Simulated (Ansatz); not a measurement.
Reaction (cleavage of the Si–Si bond): `O[SiH](F)[SiH2]F` + `[OH][GeH3]` → `O[SiH](F)[O][GeH3]` + `F[SiH3]`

Program: Ansatz. Geometries: PBE0-D4/def2-TZVP. ΔE: electronic, gas phase. CCSD(T)/CBS is the MP2 limit (def2-TZVPP, def2-QZVPP) plus CCSD(T) − MP2 in def2-TZVPP, frozen cores. This one scheme is used for every species. Functionals use def2-TZVPP. B3LYP here is the variant with VWN-RPA as its local correlation; programs differ in this. For Ge outer-core shells are correlated without core-valence functions, which leaves a few kJ/mol of doubt a bond. Scalar relativity is left out up to krypton. One conformer a species, not always the lowest.

(1) Is it downhill or uphill in electronic energy at CCSD(T)/CBS, and by how much? (An estimate is asked.)

(2) What do these levels give: B3LYP-D4, r2SCAN0-D4, BHLYP-D4, CAM-B3LYP-D4, ωB97X-V, revPBE, MP2/def2-SVP, MP2/def2-TZVPP, CCSD(T)/def2-TZVPP, HF/def2-QZVPP, MP2/def2-QZVPP, CCSD/CBS(def2)? (An estimate is asked.)

Largest T1 diagnostic among the species: 0.012.

## Answers

(1) Computed: Downhill: ΔE = -40.0 kcal/mol.

(2) Computed: B3LYP-D4 -38.5, r2SCAN0-D4 -39.7, BHLYP-D4 -42.2, CAM-B3LYP-D4 -40.4, ωB97X-V -38.4, revPBE -31.0, MP2/def2-SVP -42.2, MP2/def2-TZVPP -42.2, CCSD(T)/def2-TZVPP -40.7, HF/def2-QZVPP -46.4, MP2/def2-QZVPP -42.0, CCSD/CBS(def2) -40.7 kcal/mol.

Leaving LDA and LC-ωPBE aside and taking each functional with its dispersion term where it has one, the values, not all of them listed here, spread over 10.2 kcal/mol, from BHLYP-D4 to PBE-D4. LDA lies −2.2 kcal/mol from PBE without D4. In def2-TZVPP, CCSD(T) changes the Hartree–Fock value by +5.3 kcal/mol (the triples alone add +0.8 kcal/mol) and MP2 by +3.7 kcal/mol. From r2SCAN to r2SCAN0 (25 % exact exchange), in def2-TZVPP and without D4, ΔE moves by −1.6 kcal/mol.
